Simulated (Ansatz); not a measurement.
Geometry optimisation of Ge3O3.

```yaml
crystal:
  periodic: [false, false, false]
  atoms:
    - {symbol: Ge, position_ang: [-0.657760, 0.855690, 0.702960]}
    - {symbol: Ge, position_ang: [-1.052540, -1.593520, 0.843490]}
    - {symbol: Ge, position_ang: [1.127450, 0.524790, -1.021780]}
    - {symbol: O, position_ang: [0.690550, 1.009830, -2.497900]}
    - {symbol: O, position_ang: [-0.164940, 1.373010, 2.159400]}
    - {symbol: O, position_ang: [0.057230, -2.169810, -0.186170]}
basis:
  gaussian: {orbitals: def2-SVP}
hamiltonian: {xc: r2scan, dispersion: d4}
scf: {lower_state_search: "off"}
output: {orbitals: {seedname: orbitals}}
relax: {f_tol: 0.02, max_steps: 100}
```

```sh
$ ansatz run in.yaml --threads 4 --pin off --events-out ev --progress --plain --max-ram 4787MiB
```

Output, abridged:

```
Functional definition: r2SCAN
mean field -175665.17974158 eV, -6455.5762853678 hartree, gradient 4.5e-6 eV, S^2 0.000000; 0 other end points of the search recorded, 0 dependent functions left out
relax step   1: F+E_penalty+E_count = -175665.23818012 eV  Δ(F+E_penalty+E_count) = +0.000e0 eV  max|allowed force component| = 1.629e0 eV/Å  Δτ_max = 0.0000 Å  (23 SCF iters, accepted)
mean field -175665.65713383 eV, -6455.5938292091 hartree, gradient 2.1e-6 eV, S^2 0.000000; 0 other end points of the search recorded, 0 dependent functions left out
relax step   2: F+E_penalty+E_count = -175665.71607066 eV  Δ(F+E_penalty+E_count) = -4.779e-1 eV  max|allowed force component| = 6.523e-1 eV/Å  Δτ_max = 0.1908 Å  (31 SCF iters, accepted)
mean field -175665.80914891 eV, -6455.5994156606 hartree, gradient 1.9e-6 eV, S^2 0.000000; 0 other end points of the search recorded, 0 dependent functions left out
relax step   3: F+E_penalty+E_count = -175665.86966215 eV  Δ(F+E_penalty+E_count) = -1.536e-1 eV  max|allowed force component| = 1.140e0 eV/Å  Δτ_max = 0.1951 Å  (30 SCF iters, accepted)
mean field -175665.96260159 eV, -6455.6050549425 hartree, gradient 1.8e-6 eV, S^2 0.000000; 0 other end points of the search recorded, 0 dependent functions left out
relax step   4: F+E_penalty+E_count = -175666.02322811 eV  Δ(F+E_penalty+E_count) = -1.536e-1 eV  max|allowed force component| = 7.774e-1 eV/Å  Δτ_max = 0.1987 Å  (31 SCF iters, accepted)
mean field -175666.11012961 eV, -6455.6104764970 hartree, gradient 1.9e-6 eV, S^2 0.000000; 0 other end points of the search recorded, 0 dependent functions left out
relax step   5: F+E_penalty+E_count = -175666.17018419 eV  Δ(F+E_penalty+E_count) = -1.470e-1 eV  max|allowed force component| = 1.407e0 eV/Å  Δτ_max = 0.1947 Å  (31 SCF iters, accepted)
mean field -175666.20543984 eV, -6455.6139790833 hartree, gradient 2.6e-6 eV, S^2 0.000000; 0 other end points of the search recorded, 0 dependent functions left out
relax step   6: F+E_penalty+E_count = -175666.26351178 eV  Δ(F+E_penalty+E_count) = -9.333e-2 eV  max|allowed force component| = 1.091e0 eV/Å  Δτ_max = 0.1948 Å  (29 SCF iters, accepted)
mean field -175666.21775691 eV, -6455.6144317273 hartree, gradient 2.4e-6 eV, S^2 0.000000; 0 other end points of the search recorded, 0 dependent functions left out
relax step   7: F+E_penalty+E_count = -175666.27484061 eV  Δ(F+E_penalty+E_count) = -1.133e-2 eV  max|allowed force component| = 1.084e0 eV/Å  Δτ_max = 0.1865 Å  (29 SCF iters, accepted)
mean field -175666.25760694 eV, -6455.6158961889 hartree, gradient 2.4e-6 eV, S^2 0.000000; 0 other end points of the search recorded, 0 dependent functions left out
relax step   8: F+E_penalty+E_count = -175666.31442617 eV  Δ(F+E_penalty+E_count) = -3.959e-2 eV  max|allowed force component| = 1.013e0 eV/Å  Δτ_max = 0.1608 Å  (30 SCF iters, accepted)
mean field -175666.30243771 eV, -6455.6175436894 hartree, gradient 2.0e-6 eV, S^2 0.000000; 0 other end points of the search recorded, 0 dependent functions left out
relax step   9: F+E_penalty+E_count = -175666.35924981 eV  Δ(F+E_penalty+E_count) = -4.482e-2 eV  max|allowed force component| = 3.976e-1 eV/Å  Δτ_max = 0.2000 Å  (29 SCF iters, accepted)
mean field -175666.24399738 eV, -6455.6153960468 hartree, gradient 2.1e-6 eV, S^2 0.000000; 0 other end points of the search recorded, 0 dependent functions left out
relax step  10: F+E_penalty+E_count = -175666.30038526 eV  Δ(F+E_penalty+E_count) = +5.886e-2 eV  max|allowed force component| = 7.602e-1 eV/Å  Δτ_max = 0.1998 Å  (30 SCF iters, rejected (line search))
mean field -175666.31187550 eV, -6455.6178905219 hartree, gradient 2.6e-6 eV, S^2 0.000000; 0 other end points of the search recorded, 0 dependent functions left out
relax step  11: F+E_penalty+E_count = -175666.36833901 eV  Δ(F+E_penalty+E_count) = -9.089e-3 eV  max|allowed force component| = 3.500e-1 eV/Å  Δτ_max = 0.0961 Å  (29 SCF iters, accepted)
mean field -175666.32547577 eV, -6455.6183903226 hartree, gradient 2.6e-6 eV, S^2 0.000000; 0 other end points of the search recorded, 0 dependent functions left out
relax step  12: F+E_penalty+E_count = -175666.38153664 eV  Δ(F+E_penalty+E_count) = -1.320e-2 eV  max|allowed force component| = 1.252e-1 eV/Å  Δτ_max = 0.0998 Å  (29 SCF iters, accepted)
mean field -175666.32671498 eV, -6455.6184358628 hartree, gradient 2.5e-6 eV, S^2 0.000000; 0 other end points of the search recorded, 0 dependent functions left out
relax step  13: F+E_penalty+E_count = -175666.38304463 eV  Δ(F+E_penalty+E_count) = -1.508e-3 eV  max|allowed force component| = 2.290e-1 eV/Å  Δτ_max = 0.1496 Å  (28 SCF iters, accepted)
mean field -175666.29635213 eV, -6455.6173200485 hartree, gradient 1.1e-6 eV, S^2 0.000000; 0 other end points of the search recorded, 0 dependent functions left out
relax step  14: F+E_penalty+E_count = -175666.35234855 eV  Δ(F+E_penalty+E_count) = +3.070e-2 eV  max|allowed force component| = 3.813e-1 eV/Å  Δτ_max = 0.1158 Å  (29 SCF iters, rejected (line search))
mean field -175666.32658614 eV, -6455.6184311280 hartree, gradient 1.4e-6 eV, S^2 0.000000; 0 other end points of the search recorded, 0 dependent functions left out
relax step  15: F+E_penalty+E_count = -175666.38292919 eV  Δ(F+E_penalty+E_count) = +1.154e-4 eV  max|allowed force component| = 2.273e-1 eV/Å  Δτ_max = 0.0578 Å  (24 SCF iters, rejected (line search))
mean field -175666.33137497 eV, -6455.6186071143 hartree, gradient 1.8e-6 eV, S^2 0.000000; 0 other end points of the search recorded, 0 dependent functions left out
relax step  16: F+E_penalty+E_count = -175666.38752794 eV  Δ(F+E_penalty+E_count) = -4.483e-3 eV  max|allowed force component| = 8.249e-2 eV/Å  Δτ_max = 0.0289 Å  (23 SCF iters, accepted)
mean field -175666.33205260 eV, -6455.6186320167 hartree, gradient 1.4e-6 eV, S^2 0.000000; 0 other end points of the search recorded, 0 dependent functions left out
relax step  17: F+E_penalty+E_count = -175666.38802836 eV  Δ(F+E_penalty+E_count) = -5.004e-4 eV  max|allowed force component| = 1.302e-1 eV/Å  Δτ_max = 0.0256 Å  (23 SCF iters, accepted)
mean field -175666.33251227 eV, -6455.6186489090 hartree, gradient 1.7e-6 eV, S^2 0.000000; 0 other end points of the search recorded, 0 dependent functions left out
relax step  18: F+E_penalty+E_count = -175666.38856228 eV  Δ(F+E_penalty+E_count) = -5.339e-4 eV  max|allowed force component| = 1.747e-2 eV/Å  Δτ_max = 0.0072 Å  (24 SCF iters, accepted)
Total energy: -175666.38857213 eV, -6455.6207090709 hartree
Atom 0 at    -0.402574     0.605948     1.429138 Å, force     0.005623     0.007679    -0.002168 eV/Å
Atom 1 at    -0.948030    -1.974467     0.651001 Å, force     0.006717    -0.007531    -0.012693 eV/Å
Atom 2 at     0.564781     0.336798    -1.083006 Å, force    -0.005617    -0.017472     0.000160 eV/Å
Atom 3 at     1.208364     0.538784    -2.576329 Å, force     0.001182     0.002623     0.004297 eV/Å
Atom 4 at    -0.280943     1.949459     2.360181 Å, force    -0.001579     0.001757     0.000384 eV/Å
Atom 5 at    -0.141609    -1.456531    -0.780986 Å, force    -0.006325     0.012945     0.010019 eV/Å
Dipole moment:    -0.563192    -0.896910     0.599025 e Å
Checks for a lower state left out: stability, starts, cluster_reference, orbital_swaps, neighbouring_geometries, increment
```

It took 45 s on 4 threads of Arm Neoverse V1 on a shared host.

The restricted singlet is unstable towards broken spin symmetry in Hartree–Fock (as tested in another run); at r2SCAN-D4/def2-SVP this wasn't settled. Another isomer (singlet) lies 4.12 eV lower at PBE0-D4/def2-TZVP; other spin states weren't run for this one.
